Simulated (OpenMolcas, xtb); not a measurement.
**CH3AlF2 (SMILES [CH3][Al]([F])[F]): the HOMO–LUMO gap, rung by rung**

The species is CH3AlF2 (7 atoms), meant as a singlet with charge 0. SMILES: `[CH3][Al]([F])[F]`. The coordinates come from a PBE0-D4/def2-TZVP relaxation.

Quantity: the HOMO–LUMO gap, in eV. The values are calculated.

```
           level            kind     program  value (eV)   CPU time
        GFN0-xTB  semi-empirical         xtb        5.13  under 2 s
    HF/def2-SVPD    Hartree–Fock  OpenMolcas       13.74       27 s
 SVWN5/def2-SVPD             LDA  OpenMolcas        6.50       47 s
  BLYP/def2-SVPD             GGA  OpenMolcas        6.36       59 s
  TPSS/def2-SVPD        meta-GGA  OpenMolcas        6.73       70 s
  PBE0/def2-SVPD   global hybrid  OpenMolcas        8.61       62 s
B2PLYP/def2-SVPD   double hybrid  OpenMolcas       10.55       39 s
```

The values span 5.13 to 13.74 eV. Orbital gaps aren't excitation energies, and those of double hybrids come from the SCF part alone; they tend to grow with the share of exact exchange. CPU times are rough (shared hosts, several kinds of processor): they show what a rung costs within a factor of a few.
